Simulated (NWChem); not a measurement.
SiH$_{2}$O, singlet; SMILES [SiH]O

Program: NWChem. Pople sets run with spherical d functions. Low-valent species are run as closed-shell singlets; no triplet was tried in these runs. The geometry was optimised at PBE-D3(BJ)/def2-SVP.

For level CAM-B3LYP/6-31G*:

| Quantity | Result |
|---|---|
| highest occupied level (eV) | -7.90 |
| orbital gap (eV) | 7.06 |

### Question
Estimate the same quantities for level CAM-B3LYP/6-31+G*.

### Answer
- highest occupied level (eV): -8.09
- orbital gap (eV): 6.91
